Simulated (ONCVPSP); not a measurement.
**Mn (Z = 25): variants of one ONCV potential**

Base potential:

- Element: Mn
- Generator: ONCVPSP 4.0.1
- Type: optimised norm-conserving Vanderbilt (ONCV)
- Functional: LDA (Perdew-Zunger)
- Relativity: scalar-relativistic
- Frozen core: [Ne]
- Valence charge: 15
- Reference configuration: 3s2 3p6 3d5.5 4s1.5
- Partial waves: 3s+4s: rc 1.20 bohr, ncon 5, nbas 9, qcut 13.2 1/bohr, 2 projectors; 3p: rc 1.15 bohr, ncon 4, nbas 7, qcut 10.2 1/bohr, 2 projectors, debl 1.7 Ha; 3d: rc 1.15 bohr, ncon 3, nbas 8, qcut 16.1 1/bohr, local
- Local potential: the d channel
- Core correction: Teter function, fcfact 3, rcfact 1.55

In the p channel the program set the typed energies aside and used -1.920, 0.250 Ha.

Cutoffs, loose and tight: the cutoffs (Ha) at which the residual kinetic energy of the hardest occupied pseudo-wave falls to 1 and 0.1 mHa per electron. They do not see the model core or the augmentation charge, which bear on the density cutoff. Test errors are all-electron minus pseudo excitation energies from the reference, over the configurations 3s2 3p6 3d5 4s2; 3s2 3p6 3d5 4s1; 3s2 3p6 3d5 4s0; 3s2 3p6 3d5 4s0 4p1. A dash means not determined; rows that change the core or the reference have their own tests.

A true bound ghost makes a file unfit for plane-wave use even where its test errors are small: the radial tests pick states by their node count and pass the ghost by.

```tsv
change	outcome	cutoff, loose	cutoff, tight	bound ghosts	GHOST(+) flags above zero	largest test error (meV)
base	generated, projector energies reset by the program	79 Ha	92 Ha	s	p	-2.2
s: qcut 14; p: qcut 10.8; d: qcut 17.1	failed: ERROR pspot: first pseudo wave function has node, program will stop	–	–	–	–	–
functional PBE	generated, projector energies reset by the program	79 Ha	92 Ha	s	p	-2.2
core correction Teter function, fcfact 4.5, rcfact 1.45	generated, projector energies reset by the program	79 Ha	92 Ha	s	p	-2.2
core correction Teter function, fcfact 5.4, rcfact 1.55	generated, projector energies reset by the program	79 Ha	92 Ha	s	p	-2.2
all radii but the core radius scaled by about 1.22 (s 1.46, p 1.40, d 1.40 bohr)	failed: ERROR pspot: first pseudo wave function has node, program will stop	–	–	–	–	–
reference 3s2 3p6 3d4; wave 3s+4s: rc 1.20 bohr, ncon 5, nbas 9, qcut 13.2 1/bohr, 2 projectors becomes 3s: rc 1.20 bohr, ncon 5, nbas 9, qcut 13.2 1/bohr, 2 projectors, debl 0.3 Ha	generated, projector energies reset by the program	81 Ha	94 Ha	s	p	-8.3
```

Q: What comes out with this change to the base: p: rc 1.12?

A: outcome: failed: test_data: rc < rc(lloc) for l = 1. Not allowed.. Cause: the input breaks a rule of the program: no channel may have a smaller radius than the local channel.

Q: What comes out with this change to the base: d: rc 0.92?

A: outcome: generated, projector energies reset by the program; cutoff, loose: 94 Ha; cutoff, tight: 108 Ha; bound ghosts: none; GHOST(+) flags above zero: s; largest test error (meV): -1.3.
